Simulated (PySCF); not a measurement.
Isomers of C6H15NSi, mass 129.097 u with the commonest isotopes. Theory: PBE0/pcSseg-1 in PySCF (dipole) on a GFN2-xTB geometry, gas phase. One conformer each, none proved a minimum here; rigid rotors.

Question: Order these by rotational constant C, largest first.
A. `[CH3:1][CH:2]([CH3:3])[C@@H:4]1[CH2:5][NH:6][SiH2:7][CH2:8]1` with C1–C2–C4–C5 -54°, C2–C4–C5–N6 -166°, C4–C5–N6–Si7 30°, C5–N6–Si7–C8 -8°, N6–Si7–C8–C4 -16°
B. `[CH2:1]=[CH:2][C@H:3]([CH3:4])[SiH2:5][NH:6][CH2:7][CH3:8]` with C1–C2–C3–C4 -142°, C2–C3–Si5–N6 54°, C3–Si5–N6–C7 177°, Si5–N6–C7–C8 -151°
C. `[CH3:1][CH2:2][CH2:3][C@H:4]1[CH2:5][NH:6][SiH2:7][CH2:8]1` with C1–C2–C3–C4 177°, C2–C3–C4–C5 64°, C3–C4–C5–N6 165°, C4–C5–N6–Si7 -30°, C5–N6–Si7–C8 8°, N6–Si7–C8–C4 16°
D. `[CH2:1]=[CH:2][N:3]([SiH3:4])[C@@H:5]([CH3:6])[CH2:7][CH3:8]` with C1–C2–N3–Si4 -1°, C2–N3–C5–C6 -62°, N3–C5–C7–C8 60°

Answer: D (1129 MHz), A (839.8 MHz), B (775.7 MHz), C (685.9 MHz).

Question: Order these by radius of gyration √(Σ m r²/M), largest first.
A. `[CH2:1]=[CH:2][N:3]([SiH3:4])[C@@H:5]([CH3:6])[CH2:7][CH3:8]` with C1–C2–N3–Si4 -1°, C2–N3–C5–C6 -62°, N3–C5–C7–C8 60°
B. `[CH2:1]=[CH:2][C@H:3]([CH3:4])[SiH2:5][NH:6][CH2:7][CH3:8]` with C1–C2–C3–C4 -142°, C2–C3–Si5–N6 54°, C3–Si5–N6–C7 177°, Si5–N6–C7–C8 -151°
C. `[CH3:1][CH:2]([CH3:3])[C@@H:4]1[CH2:5][NH:6][SiH2:7][CH2:8]1` with C1–C2–C4–C5 -54°, C2–C4–C5–N6 -166°, C4–C5–N6–Si7 30°, C5–N6–Si7–C8 -8°, N6–Si7–C8–C4 -16°
D. `[CH3:1][CH2:2][CH2:3][C@H:4]1[CH2:5][NH:6][SiH2:7][CH2:8]1` with C1–C2–C3–C4 177°, C2–C3–C4–C5 64°, C3–C4–C5–N6 165°, C4–C5–N6–Si7 -30°, C5–N6–Si7–C8 8°, N6–Si7–C8–C4 16°

Answer: D (2.417 Å), B (2.382 Å), C (2.189 Å), A (2.088 Å).

Question: Order these by out-of-plane moment Σ m c² = (Ia + Ib − Ic)/2, largest first.
A. `[CH2:1]=[CH:2][C@H:3]([CH3:4])[SiH2:5][NH:6][CH2:7][CH3:8]` with C1–C2–C3–C4 -142°, C2–C3–Si5–N6 54°, C3–Si5–N6–C7 177°, Si5–N6–C7–C8 -151°
B. `[CH3:1][CH2:2][CH2:3][C@H:4]1[CH2:5][NH:6][SiH2:7][CH2:8]1` with C1–C2–C3–C4 177°, C2–C3–C4–C5 64°, C3–C4–C5–N6 165°, C4–C5–N6–Si7 -30°, C5–N6–Si7–C8 8°, N6–Si7–C8–C4 16°
C. `[CH3:1][CH:2]([CH3:3])[C@@H:4]1[CH2:5][NH:6][SiH2:7][CH2:8]1` with C1–C2–C4–C5 -54°, C2–C4–C5–N6 -166°, C4–C5–N6–Si7 30°, C5–N6–Si7–C8 -8°, N6–Si7–C8–C4 -16°
D. `[CH2:1]=[CH:2][N:3]([SiH3:4])[C@@H:5]([CH3:6])[CH2:7][CH3:8]` with C1–C2–N3–Si4 -1°, C2–N3–C5–C6 -62°, N3–C5–C7–C8 60°

Answer: D (115.16 u·Å²), A (81.26 u·Å²), B (17.23 u·Å²), C (16.86 u·Å²).

```json
{"SMILES": "CCC[C@H]1CN[SiH2]C1", "point group": "C1", "Ia (u·Å²)": "105.06", "Ib (u·Å²)": "666.26", "Ic (u·Å²)": "736.86", "κ": "-0.96", "μa (D)": "0.61", "μb (D)": "0.50", "μc (D)": "0.38"}
{"SMILES": "C=CN([SiH3])[C@@H](C)CC", "point group": "C1", "Ia (u·Å²)": "270.49", "Ib (u·Å²)": "407.40", "Ic (u·Å²)": "447.56", "κ": "-0.70", "μa (D)": "1.43", "μb (D)": "0.11", "μc (D)": "0.53"}
{"SMILES": "CC(C)[C@@H]1CN[SiH2]C1", "point group": "C1", "Ia (u·Å²)": "149.32", "Ib (u·Å²)": "486.20", "Ic (u·Å²)": "601.80", "κ": "-0.84", "μa (D)": "0.46", "μb (D)": "0.58", "μc (D)": "0.45"}
{"SMILES": "C=C[C@H](C)[SiH2]NCC", "point group": "C1", "Ia (u·Å²)": "197.19", "Ib (u·Å²)": "616.85", "Ic (u·Å²)": "651.51", "κ": "-0.95", "μa (D)": "0.54", "μb (D)": "0.43", "μc (D)": "0.49"}
```
